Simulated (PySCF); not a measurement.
Compound: InCl2H.
SMILES: `[Cl][InH][Cl]`

Method: PySCF 2.14.0, PBE0-D3(BJ)/def2-SVP geometry optimisation, gas phase, def2 core potentials past Kr.

Masses are those of the commonest isotopes; rigid-rotor values at the optimised geometry. 

Question: What are A, B and C (GHz)?

Answer: Ia = 80.08, Ib = 260.90, Ic = 340.98 u·Å²; 505379 MHz·u·Å²/I gives 6311, 1937 and 1482 MHz, that is A = 6.3108, B = 1.9370, C = 1.4821 GHz.

Question: Classify the top.

Answer: An asymmetric top. Ray's parameter κ = (2B − A − C)/(A − C) = -0.812; −1 is the prolate and +1 the oblate limit.

Question: What does the inertial defect say?

Answer: Planar: Δ = Ic − Ia − Ib = 0.00 u·Å². For a rigid frame Δ = −2 Σ m c², so it vanishes when all atoms lie in the ab plane; here none is more than 0.01 Å from it.

Question: Give the coordinates in the principal-axis frame, origin at the centre of mass.

Answer: The sense of each axis is arbitrary; atoms in the order of the calculation.
| atom | mass (u) | a (Å) | b (Å) | c (Å) |
| --- | --- | --- | --- | --- |
| In1 | 114.904 | 0.000 | -0.486 | 0.000 |
| Cl2 | 34.969 | 1.933 | 0.829 | 0.000 |
| Cl3 | 34.969 | -1.930 | 0.831 | 0.000 |
| H4 | 1.008 | -0.028 | -2.188 | -0.007 |

Question: List the rotational levels J(Ka,Kc) to J = 3 (K).

Answer: Above 0(0,0), as E/k:
J = 1: 1(0,1) 0.164, 1(1,1) 0.374, 1(1,0) 0.396
J = 2: 2(0,2) 0.491, 2(1,2) 0.680, 2(1,1) 0.746, 2(2,1) 1.376, 2(2,0) 1.377
J = 3: 3(0,3) 0.977, 3(1,3) 1.139, 3(1,2) 1.270, 3(2,2) 1.868, 3(2,1) 1.876, 3(3,1) 2.973, 3(3,0) 2.973
Those of J = 1 are B + C, A + C and A + B.

Question: Which types of transition are allowed, and where do some lines up to J = 5 fall?

Answer: The dipole components are |μa| = 0.00 D, |μb| = 2.64 D, |μc| = 0.00 D; the symmetry axis of this C2v structure is b, so μa and μc vanish by symmetry and there are no a-type or c-type lines. Some of the stronger lines:

```tsv
type	branch	J(Ka,Kc)	MHz	lower level (cm⁻¹)
b	R	2(0,2) ← 1(1,1)	2431	0.260
b	Q	3(1,2) ← 3(0,3)	6111	0.679
b	R	5(1,4) ← 4(2,3)	6472	1.754
b	Q	4(1,3) ← 4(0,4)	7275	1.124
b	Q	5(1,4) ← 5(0,5)	8872	1.673
b	R	4(0,4) ← 3(1,3)	9967	0.792
b	Q	5(2,3) ← 5(1,4)	11666	1.969
b	Q	2(2,0) ← 2(1,1)	13155	0.518
b	R	3(1,3) ← 2(0,2)	13507	0.341
b	R	5(0,5) ← 4(1,4)	13735	1.215
b	R	4(1,4) ← 3(0,3)	16087	0.679
b	Q	4(2,3) ← 4(1,4)	16135	1.215
b	Q	5(3,2) ← 5(2,3)	22217	2.359
b	R	3(2,2) ← 2(1,1)	23379	0.518
b	R	3(2,1) ← 2(1,2)	24911	0.473
b	R	4(2,3) ← 3(1,2)	26111	0.883
b	Q	5(4,1) ← 5(3,2)	32083	3.100
b	Q	4(4,0) ← 4(3,1)	32141	2.525
b	R	5(2,3) ← 4(1,4)	34273	1.215
b	R	5(3,2) ← 4(2,3)	40355	1.754
b	R	4(4,1) ← 3(3,0)	45889	2.066
b	R	5(4,2) ← 4(3,1)	49311	2.525
b	R	5(4,1) ← 4(3,2)	49323	2.525
b	R	5(5,1) ← 4(4,0)	58512	3.597
b	R	5(5,0) ← 4(4,1)	58512	3.597
```

No PBE0-D3(BJ)/def2-SVP frequencies stand behind this structure, so it isn't proved a minimum. Constants of a rigid frame at the computed geometry: no zero-point averaging, no centrifugal distortion. Quadrupole hyperfine structure (35Cl) is left out.
